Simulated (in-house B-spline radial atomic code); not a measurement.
Re⁺. Computed with a B-spline radial atomic code. Model: non-relativistic spherical atom: semilocal Troullier-Martins pseudo-atom, one channel per l, against all electrons, high spin, G0W0 and RPA with empty states to l = 8, local potential for every l without a channel, a model core (radius 0 = none) keeps its share of the functional.

The core holds an angular momentum without a channel of its own, so the local potential lets valence electrons into it.

Without relativity these are model numbers for so heavy an element.

What the tables leave out is listed at the end.

The pseudopotential gives back the lowest level of each angular momentum of its own functional in the configuration it was made in; a second state of the same l is only approximately right. Exact exchange, RPA and GW see the smooth pseudo-orbitals and miss the exchange with the core, for which the functional's share stands in. The column with an uncorrelated core keeps all orbitals and exact exchange, and so separates missing core correlation from pseudisation. Only the three outermost levels and the lowest empty one were computed. RPA here is direct RPA, with no exchange kernel, and its energies carry an (l + 1/2)⁻⁴ tail. A hybrid on a potential with a model core restores only its own semilocal share of the core's exchange.

Command:
```bash
python run_psgw.py task.json out
```
Settings (lengths in bohr, energies in hartree):
```
Z                      75
electrons              74
configuration          [Xe] 4f14 5d5 6s1
generated_in           [Xe] 4f14 5d5 6s2
functional             lda,vwn
core_shells            11
radius_factor          0.8
core_correction        True
ion_configuration      [Xe] 4f14 5d5
```

Run time, properties included: 110 s on 1 thread of Arm Neoverse N1, on a shared host.

Given: made with LDA VWN5; model core radius 0.928 bohr; local radius 1.082 bohr; mean-field start LDA VWN5.

Valence shells of the generating configuration: 5p, 5d, 6s.

Channel: s 2.275, p 0.872, d 1.11 (radii in bohr).

Computed: largest level miss in the spin-unpolarised generating configuration 0.001 eV; valence RPA correlation energy pseudo -0.78941 hartree; all-electron RPA polarisability, core included 28.681 bohr³; pseudo-atom RPA polarisability 28.65 bohr³; ionisation by mean-field all-electron 15.34 eV; ionisation by mean-field pseudo minus all 0.051 eV; ionisation by RPA all-electron 15.292 eV.

```
          level  occupied  mean-field all-electron (eV)  mean-field pseudo minus all (eV)  G0W0 all-electron (eV)  G0W0 uncorrelated core minus all (eV)  G0W0 pseudo minus all (eV)  exchange self-energy all-electron (eV)  exchange self-energy pseudo (eV)
          6s up         1                       -12.007                            -0.033                 -15.468                                  0.074                      -1.143                                 -12.403                           -12.822
          5d up         1                       -15.305                             0.029                 -20.466                                  0.092                        0.29                                 -28.515                           -23.115
        5p down         ?                             ?                                 ?                       ?                                      ?                           ?                                       ?                                 ?
5d down (empty)         0                       -12.126                             0.039                 -7.9884                                   0.23                      -0.138                                 -10.875                           -5.2913
```

Question: What belongs in the row 5p down?

Answer: occupied: 1; mean-field all-electron (eV): -49.88; mean-field pseudo minus all (eV): 0.064; G0W0 all-electron (eV): -55.42; G0W0 uncorrelated core minus all (eV): -0.136; G0W0 pseudo minus all (eV): 1.244; exchange self-energy all-electron (eV): -38.468; exchange self-energy pseudo (eV): -23.878.

Question: What is the ionisation by RPA pseudo minus all?

Answer: 1.318 eV.

Question: What is the valence RPA correlation energy all-electron orbitals?

Answer: -0.56223 hartree.

Given: mean-field start PBE0.

Computed: valence RPA correlation energy all-electron orbitals -0.52714 hartree; pseudo-atom RPA polarisability 23.516 bohr³; ionisation by mean-field all-electron 14.77 eV; ionisation by mean-field pseudo minus all 0.661 eV; ionisation by RPA all-electron 15.142 eV; ionisation by RPA pseudo minus all 1.501 eV.

| level | occupied | mean-field all-electron (eV) | mean-field pseudo minus all (eV) | G0W0 all-electron (eV) | G0W0 uncorrelated core minus all (eV) | G0W0 pseudo minus all (eV) | exchange self-energy all-electron (eV) | exchange self-energy pseudo (eV) |
| --- | --- | --- | --- | --- | --- | --- | --- | --- |
| 6s up | 1 | -12.367 | -0.569 | -15.276 | 0.076 | -1.378 | -12.136 | -13.461 |
| 5d up | ? | ? | ? | ? | ? | ? | ? | ? |
| 5p down | 1 | -51.592 | 1.659 | -55.773 | -0.125 | 2.868 | -38.255 | -23.603 |
| 5d down (empty) | 0 | -9.8332 | 0.29 | -7.344 | 0.238 | 0.307 | -10.372 | -5.1139 |

Question: What belongs in the row 5d up?

Answer: occupied: 1; mean-field all-electron (eV): -16.839; mean-field pseudo minus all (eV): 0.289; G0W0 all-electron (eV): -20.707; G0W0 uncorrelated core minus all (eV): 0.101; G0W0 pseudo minus all (eV): 0.562; exchange self-energy all-electron (eV): -28.787; exchange self-energy pseudo (eV): -23.275.

Question: What is the all-electron RPA polarisability, core included?

Answer: 25.969 bohr³.

Question: What is the valence RPA correlation energy pseudo?

Answer: -0.73498 hartree.

Among the listed levels the largest G0W0 shift of the pseudo-atom is +2.87 eV, for 5p down on the PBE0 start, while leaving the core uncorrelated moves that level by -0.12 eV. So pseudisation and the lost core exchange, not the missing core correlation, make the error. Not in the tables (levels of low weight, unsolved or above zero; the highest and the empty levels are kept at any weight): no Hartree-Fock pseudo-atom is run with a model core.
